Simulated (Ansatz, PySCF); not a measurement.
Pulling on the C5–H7 bond in C2H5Al (SMILES C=[CH][AlH2]) (multiplicity 1 held, fragments rigid). Energies count from the point at 1.087 Å.
Geometry at that point (charge 0, multiplicity 1):
```xyz
8

Al    -0.136     0.163     1.163
H     -0.815     1.591     1.218
H      0.178    -0.644     2.486
C      0.292    -0.552    -0.590
C      0.018     0.145    -1.699
H      0.759    -1.526    -0.730
H      0.242    -0.220    -2.698
H     -0.448     1.126    -1.658
```

U- levels take the lowest unrestricted solution at each point, which mixes spins at long bonds. Active spaces are followed from a long bond inwards. Curves can end on different states.

Correlated levels freeze the cores. Rows in 3-21G, 6-31G* carry no dispersion term and start afresh at each structure (6-31G* with six Cartesian d functions). MP2/6-31G* freezes PySCF's default core.

Programs: Ansatz (a program for electronic structure); PySCF for 3-21G rows, 6-31G* rows. Values without a source in brackets are computed.

Other levels give for the energy at R = 3.480 Å: U-PBE/cc-pV(T+d)Z 108.87; U-B3LYP/cc-pV(T+d)Z 111.74; U-wB97X-V/cc-pV(T+d)Z 113.91; FIC-MRCISD+Q on CASSCF(2,2)/cc-pV(T+d)Z 112.40 kcal/mol.

Q: What do these common cheap choices give for the same quantity: R-HF/3-21G, R-HF/6-31G*, U-HF/6-31G*, R-B3LYP/6-31G*, U-B3LYP/6-31G*, R-MP2/6-31G*?

A: R-HF/3-21G 200.40; R-HF/6-31G* 195.61; U-HF/6-31G* 88.21; R-B3LYP/6-31G* 147.35; U-B3LYP/6-31G* 112.27; R-MP2/6-31G* 136.78 kcal/mol. They span 88.21 to 200.40 kcal/mol.

Doubts at one or more of the structures used: a restricted determinant that unrestricted orbitals would lower (R-HF/3-21G, R-HF/6-31G*, R-B3LYP/6-31G*, R-MP2/6-31G*); a spin-contaminated determinant (U-HF/6-31G*, U-B3LYP/6-31G*, U-PBE/cc-pV(T+d)Z, U-B3LYP/cc-pV(T+d)Z, U-wB97X-V/cc-pV(T+d)Z).
